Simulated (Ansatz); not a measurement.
Isolated molecules relaxed with PBE0-D4/def2-TZVP in Ansatz; ΔE leaves out vibrations. CBS: MP2 limit from def2 TZ/QZ plus the TZ coupled-cluster correction, frozen cores. This one scheme is used for every species. DFT in def2-TZVPP. B3LYP here is the variant with VWN-RPA as its local correlation; programs differ in this. For Ga, Ge outer-core shells are correlated without core-valence functions, which leaves a few kJ/mol of doubt a bond. Scalar relativity is left out up to krypton. Each species was taken in one conformer, which may not be the lowest.

Reaction (cleavage of the Ge–Ga bond): `C#[C][GeH2][GaH][NH2]` + H–F → `C#[C][GeH2][F]` + `[NH2][GaH2]`

(1) Is it downhill or uphill in electronic energy at CCSD(T)/CBS, and by how much? (Best estimate.)

(2) What do these levels give: B3LYP-D4, PBE, B3LYP, MP2/def2-TZVPP, MP2/def2-QZVPP, HF/CBS(def2)? (An estimate is asked.)

Largest T1 diagnostic among the species: 0.014.

Answers

(1) Ansatz gave: Downhill: ΔE = -1.9 kcal/mol.

(2) Ansatz gave: B3LYP-D4 -4.0, PBE -2.5, B3LYP -6.1, MP2/def2-TZVPP -2.9, MP2/def2-QZVPP -2.3, HF/CBS(def2) -12.2 kcal/mol.

In def2-TZVPP, CCSD(T) changes the Hartree–Fock value by +7.9 kcal/mol (the triples alone add +0.7 kcal/mol) and MP2 by +8.4 kcal/mol. The D4 term adds +2.1 kcal/mol with B3LYP and +1.2 kcal/mol with PBE0; it sums over pairs of atoms, weighted by their polarisabilities, and B3LYP, whose exchange is more repulsive, gets the larger term.
